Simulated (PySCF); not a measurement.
A GIAO shielding run with PySCF (density fitting, non-relativistic, gas phase) on `[Si@H](C)(O)O[SiH2]F`, CH₇FO₂Si₂:

```
$ OMP_NUM_THREADS=1 python probes_run.py task.json out

{"job": {"kind": "nmr", "xc": "PBE0", "basis": "def2-TZVP", "pop": true}, "charge": 0, "multiplicity": 1}
C     -2.018603    -0.399493     0.151498
Si    -0.623786     0.823533     0.044645
O      0.134268     1.090738     1.497686
O      0.507878     0.197814    -1.028772
Si     2.019210    -0.389442    -0.783171
F      2.016329    -1.103634     0.688886
H     -2.817223    -0.034122     0.815214
H     -2.451340    -0.576632    -0.845507
H     -1.660194    -1.365348     0.541140
H     -1.056484     2.155118    -0.443822
H      0.589897     0.332908     1.882186
H      2.325090    -1.429689    -1.793611
H      3.040185     0.686480    -0.735888
```

Hardware: 1 thread of an Arm Neoverse V1, shared host. The job also computes population analyses, field gradients.

Question: How large is the calculation?

Answer: 66 electrons, 240 basis functions and 797 auxiliary functions.

Question: How long does it take, and how much memory does it need?

Answer: 38 s of wall time, with 14 SCF cycles and 4 response iterations; peak memory 0.92 GiB. Times on a shared host scatter by some tens of per cent.

Question: And these other runs on the same molecule and hardware: GIAO shielding at B3LYP/pcSseg-1; GIAO shielding at B97-D/pcSseg-1; GIAO shielding at BLYP/pcSseg-1; GIAO shielding at BP86/pcSseg-1; GIAO shielding at HF/pcSseg-1; GIAO shielding at KT2/pcSseg-1?

Answer: B3LYP/pcSseg-1: 151 functions, 14 s; B97-D/pcSseg-1: 151 functions, 21 s; BLYP/pcSseg-1: 151 functions, 21 s; BP86/pcSseg-1: 151 functions, 21 s; HF/pcSseg-1: 151 functions, 7.3 s; KT2/pcSseg-1: 151 functions, 22 s.
